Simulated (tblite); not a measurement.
GeTe, charge +1, doublet, at a GFN2-xTB geometry (a state made from the parent by changing its charge; the spin is typed, not shown lowest); GFN1-xTB (tblite 0.6.0).

Here is a job for tblite.
```
$ tblite run mol.xyz --method gfn1 --charge 1 --spin 1 --grad --json tblite.json --no-restart

# file mol.xyz
2

Ge    -0.00000000    -0.00000000    -1.55418152
Te     0.00000000     0.00000000     0.95641940
```

Output, abridged:

```
xTB calculator
 | screened Coulomb repulsion
 | Coulomb electrostatics
 |  * isotropic Klopman-Ohno-Mataga-Nishimoto electrostatics
 |  * onsite third-order electrostatics
 | DFT-D3(BJ) dispersion correction

halogen bonding energy    0.0000000000000E+00 Eh
repulsion energy          7.2483161197791E-03 Eh
dispersion energy        -5.2672613224084E-04 Eh
number of electrons       9.0000000000000E+00 e
integral cutoff           4.0000000000000E+01 bohr

------------------------------------------------------------
  cycle        total energy    energy error   density error
------------------------------------------------------------
      1     -4.884326826361  -4.8910484E+00   6.5619263E-01
      2     -4.807493558911   7.6833267E-02   3.5434136E-01
      3     -4.607979955475   1.9951360E-01   5.4108600E-01
      4     -4.943313923288  -3.3533397E-01   1.4941967E-01
      5     -4.960534808706  -1.7220885E-02   6.9534501E-02
      6     -4.960850443651  -3.1563495E-04   8.7784224E-02
      7     -4.962038901385  -1.1884577E-03   6.5510519E-02
      8     -4.965280447938  -3.2415466E-03   1.0991058E-02
      9     -4.965344384674  -6.3936736E-05   3.7573231E-03
     10     -4.965353295321  -8.9106474E-06   1.5739026E-03
     11     -4.965355087925  -1.7926036E-06   4.5013218E-04
     12     -4.965355231094  -1.4316887E-07   4.4957159E-05
     13     -4.965355232882  -1.7889450E-09   1.9530831E-06
------------------------------------------------------------

electronic energy        -4.9720768228700E+00 Eh
total energy             -4.9653552328825E+00 Eh

Post processing:
 | Mayer-Wiberg bond orders

[Info] Tight-binding results written to 'tblite.txt'
[Info] JSON dump of results written to 'tblite.json'
```
